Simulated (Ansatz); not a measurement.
Molecule: C5H7Si, charge -1, multiplicity 1. It need not be the lowest isomer of its formula. Whether it binds its extra electron was not tested at this geometry. SMILES: c1[cH-]cc([SiH3])c1
Structure (B3LYP-D3(BJ)/def2-TZVP (Ansatz, a program for electronic structure) minimum search):
```xyz
13

Si     2.0210    -0.0255     0.0977
C      0.2159     0.0036    -0.0321
C     -0.6302     1.1404     0.1237
C     -1.9626     0.7211     0.0395
C     -1.9702    -0.6807    -0.1679
C     -0.6425    -1.1206    -0.2107
H      2.6533    -1.1187    -0.7104
H      2.6661     1.2482    -0.3603
H      2.6173    -0.2311     1.4662
H     -0.2908     2.1582     0.2732
H     -2.8362     1.3590     0.1024
H     -2.8507    -1.3002    -0.2910
H     -0.3142    -2.1417    -0.3628
```
Charge -1, spin multiplicity 1.

Parts of the frozen-core correlation energy in cc-pwCVTZ (Ansatz, hartree). Frozen orbitals: 10; correlated occupied orbitals by spin: 16 and 16; virtual: 346 and 346. Spin-orbit coupling is left out. Non-relativistic.

| term | value |
|---|---|
| reference (HF) | -482.39600 |
| MP2 opposite-spin | ? |
| MP2 same-spin | ? |
| CCSD correlation | ? |
| (T) | -0.05257 |
| T1 diagnostic | 0.011 |
| largest doubles amplitude | 0.042 |

### Question
Some entries are withheld; supply them.

### Answer

- MP2 opposite-spin, value: -0.73242
- MP2 same-spin, value: -0.23360
- CCSD correlation, value: -0.99494
